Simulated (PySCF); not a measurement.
CH₂AlNO, SMILES [AlH2][N]=C=O. Geometry optimised at B3LYP-D3(BJ)/def2-SVP.

TDA-ωB97X/def2-SVPD in PySCF puts the lowest singlet excitations at 5.50, 6.61, 6.76, 7.62, 7.86, 8.01 eV.

Question: What are the lowest excitation roots from ADC(2)/aug-cc-pVDZ run with PySCF? (Estimate from the structure and the level; the computed values follow.)

Answer: 5.60, 6.43, 6.76, 6.92, 8.10, 8.25 eV. S1 differs by 0.10 eV (second minus first; roots are paired by order, and the bases may differ).
